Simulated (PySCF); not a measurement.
C₅H₆ClF₃O.
Atom-mapped SMILES: `[CH3:1][C@@H:2]([CH2:3][C:4]([F:5])([F:6])[F:7])[C:8](=[O:9])[Cl:10]` (hydrogens: H11, H12, H13 on C1; H14 on C2; H15, H16 on C3)

The same species was optimised twice, with GFN2-xTB and with PBE0-D3(BJ)/def2-SVP (PySCF), and the same property calculations (PySCF, gas phase) were run on both structures.

| coordinate | GFN2-xTB | PBE0-D3(BJ)/def2-SVP | change |
| --- | --- | --- | --- |
| C8–Cl10 (Å) | 1.759 | 1.787 | +0.028 |
| C3–C4 (Å) | 1.517 | 1.507 | -0.010 |
| C2–C3 (Å) | 1.534 | 1.524 | -0.010 |
| C4–F5 (Å) | 1.340 | 1.333 | -0.007 |
| C2–C8 (Å) | 1.510 | 1.515 | +0.005 |
| C4–F7 (Å) | 1.345 | 1.341 | -0.004 |
| C1–C2 (Å) | 1.534 | 1.532 | -0.002 |
| C4–F6 (Å) | 1.338 | 1.337 | -0.001 |
| C8=O9 (Å) | 1.184 | 1.182 | -0.002 |
| C2–C3–C4 (°) | 111.1 | 113.4 | +2.3 |
| C1–C2–C8 (°) | 107.2 | 108.4 | +1.2 |
| F5–C4–F7 (°) | 106.4 | 107.5 | +1.1 |
| C3–C4–F5 (°) | 111.9 | 111.0 | -0.9 |
| C3–C4–F6 (°) | 113.1 | 112.3 | -0.8 |
| F5–C4–F6 (°) | 106.9 | 107.8 | +0.9 |
| F6–C4–F7 (°) | 106.2 | 107.0 | +0.8 |
| C3–C4–F7 (°) | 111.8 | 111.1 | -0.7 |
| C1–C2–C3–C4 (°) | -161 | -160 | +1 |
| C2–C3–C4–F5 (°) | -178 | -177 | +1 |
| C1–C2–C8–O9 (°) | -94 | -98 | -4 |

Rotational constants: A = 1865, B = 674.2, C = 623.7 MHz (GFN2-xTB) against A = 1890, B = 659.7, C = 611.1 MHz (PBE0-D3(BJ)/def2-SVP). Point groups within 0.08 Å: C1 and C1. Atoms that the bonding makes alike are paired by their places after alignment.

On the GFN2-xTB structure: HOMO (eV) -8.77 [PBE0/pcSseg-1]; LUMO (eV) -1.25 [PBE0/pcSseg-1]; dipole (D) 3.64 [PBE0/pcSseg-1]; GIAO shielding of C1 (ppm) 165.4 [PBE0/pcSseg-1]; GIAO shielding of C2 (ppm) 137.3 [PBE0/pcSseg-1]; GIAO shielding of C3 (ppm) 145.8 [PBE0/pcSseg-1]; GIAO shielding of C4 (ppm) 52.1 [PBE0/pcSseg-1]; GIAO shielding of F5/F6/F7 (mean) (ppm) 254.6 [PBE0/pcSseg-1]; GIAO shielding of C8 (ppm) -1.2 [PBE0/pcSseg-1]; GIAO shielding of O9 (ppm) -245.8 [PBE0/pcSseg-1]; GIAO shielding of Cl10 (ppm) 490.3 [PBE0/pcSseg-1].

**Question.** What do these properties become on the PBE0-D3(BJ)/def2-SVP structure?

**Answer.** 
| property | level | on GFN2-xTB | on PBE0-D3(BJ)/def2-SVP | change |
| --- | --- | --- | --- | --- |
| HOMO (eV) | PBE0/pcSseg-1 | -8.77 | -8.79 | -0.02 |
| LUMO (eV) | PBE0/pcSseg-1 | -1.25 | -1.27 | -0.02 |
| dipole (D) | PBE0/pcSseg-1 | 3.64 | 3.60 | -0.04 |
| energy, GFN2-xTB geometry as zero (kcal/mol) | PBE0/pcSseg-1 | 0.0 | -0.7 | -0.7 |
| GIAO shielding of C1 (ppm) | PBE0/pcSseg-1 | 165.4 | 163.7 | -1.7 |
| GIAO shielding of C2 (ppm) | PBE0/pcSseg-1 | 137.3 | 136.6 | -0.7 |
| GIAO shielding of C3 (ppm) | PBE0/pcSseg-1 | 145.8 | 145.8 | 0.0 |
| GIAO shielding of C4 (ppm) | PBE0/pcSseg-1 | 52.1 | 53.8 | +1.7 |
| GIAO shielding of F5/F6/F7 (mean) (ppm) | PBE0/pcSseg-1 | 254.6 | 258.3 | +3.7 |
| GIAO shielding of C8 (ppm) | PBE0/pcSseg-1 | -1.2 | -1.7 | -0.5 |
| GIAO shielding of O9 (ppm) | PBE0/pcSseg-1 | -245.8 | -248.8 | -3.0 |
| GIAO shielding of Cl10 (ppm) | PBE0/pcSseg-1 | 490.3 | 479.5 | -10.8 |

The heavy atoms differ by 0.044 Å rms after alignment. Among bonds between heavy atoms C8–Cl10 changes most (+0.028 Å). Changes are differences of the printed values. Neither structure is proved a minimum here.

Conformer computed: `[CH3:1][C@@H:2]([CH2:3][C:4]([F:5])([F:6])[F:7])[C:8](=[O:9])[Cl:10]`: C1–C2–C3–C4 -160°, C2–C3–C4–F5 -177°, C1–C2–C8–O9 -98°.
